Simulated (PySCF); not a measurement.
PySCF 2.14 output of a UHF calculation on a single atom or ion in x2c-QZVPPall with one added diffuse shell each of s, p, d, f type (12s9p6d5f1g, 113 functions), with the spin-free X2C one-electron Hamiltonian (Gaussian nucleus):

```
SCF conv_tol = 1e-09
number electrons alpha = 18  beta = 16
cycle= 1 E= -2259.07532450687  delta_E= -0.00332  |g|= 0.0206  |ddm|= 0.0407
cycle= 2 E= -2259.0758676241  delta_E= -0.000543  |g|= 0.00941  |ddm|= 0.0196
cycle= 3 E= -2259.0760704528  delta_E= -0.000203  |g|= 0.00305  |ddm|= 0.0241
cycle= 4 E= -2259.07610419027  delta_E= -3.37e-05  |g|= 0.00241  |ddm|= 0.00984
cycle= 5 E= -2259.07614963798  delta_E= -4.54e-05  |g|= 0.00144  |ddm|= 0.0182
cycle= 6 E= -2259.07617531453  delta_E= -2.57e-05  |g|= 0.000476  |ddm|= 0.0225
cycle= 7 E= -2259.0761762362  delta_E= -9.22e-07  |g|= 0.000124  |ddm|= 0.00384
cycle= 8 E= -2259.07617627119  delta_E= -3.5e-08  |g|= 3.14e-05  |ddm|= 0.000491
cycle= 9 E= -2259.07617627495  delta_E= -3.76e-09  |g|= 7.09e-06  |ddm|= 0.000215
cycle= 10 E= -2259.07617627517  delta_E= -2.28e-10  |g|= 2.26e-06  |ddm|= 4.35e-05
converged SCF energy = -2259.07617627517  <S^2> = 2.0255962  2S+1 = 3.0170158
```

The run itself started from symmetry-adapted Hartree-Fock orbitals and held the occupation by maximum overlap, so the iterations belong to that start.

Problem. Which element, charge and spin multiplicity is this?

Solution. As- (arsenic, charge -1), multiplicity 3; the state was [Ar] 3d10 4s2 4p4, high-spin 3P determinant.
